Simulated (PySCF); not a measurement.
SMILES Cl[Si](Cl)(Cl)[SiH2]c1ccccc1 (C6H7Cl3Si2), singlet, GFN2-xTB optimised geometry.

```
18

Cl    -3.79    -0.82     0.61
Si    -2.18    -1.74     1.46
Cl    -2.85    -3.55     2.10
Cl    -1.73    -0.66     3.13
Si    -0.38    -1.94     0.00
C      0.60    -0.32     0.00
C     -0.05     0.91     0.00
C      0.65     2.09    -0.01
C      2.04     2.07     0.00
C      2.71     0.86     0.00
C      1.99    -0.32     0.00
H      0.50    -3.04     0.40
H     -0.87    -2.22    -1.36
H     -1.14     0.93     0.00
H      0.13     3.04    -0.01
H      2.60     3.00     0.00
H      3.79     0.84     0.00
H      2.52    -1.27     0.00
```

Density from CAM-B3LYP/def2-SVP (PySCF) at that geometry.

Minimum of the electron density along straight lines between bonded atoms, close to the bond critical point (lines longer than 1.1 times the sum of covalent radii, or with two minima, are not listed):

```csv
bond,length / Å,ρ at the minimum / e bohr⁻³,∇²ρ there / e bohr⁻⁵,position (fraction from the first atom)
Cl1–Si2,2.037,0.097,0.29,0.64
Si2–Cl3,2.034,0.097,0.30,0.37
Si2–Cl4,2.036,0.097,0.29,0.37
Si2–Si5,2.330,0.095,(withheld),0.66
Si5–C6,1.888,0.114,0.32,0.38
C6–C7,1.394,0.308,-0.78,0.50
C7–C8,1.382,0.316,-0.83,0.50
C8–C9,1.385,0.315,-0.82,0.50
C9–C10,1.385,0.315,-0.82,0.50
C6–C11,1.393,0.308,-0.78,0.50
C10–C11,1.383,0.316,-0.83,0.50
Si5–H12,1.468,0.117,0.33,0.49
Si5–H13,1.470,0.116,0.32,0.49
C7–H14,1.081,0.284,-1.09,0.63
C8–H15,1.080,0.284,-1.10,0.64
C9–H16,1.080,0.284,-1.10,0.64
C10–H17,1.080,0.284,-1.09,0.63
C11–H18,1.080,0.285,-1.10,0.63
```

**Question.** What belongs in the gaps?

**Answer.** 
- Si2–Si5, ∇²ρ there / e bohr⁻⁵: -0.02
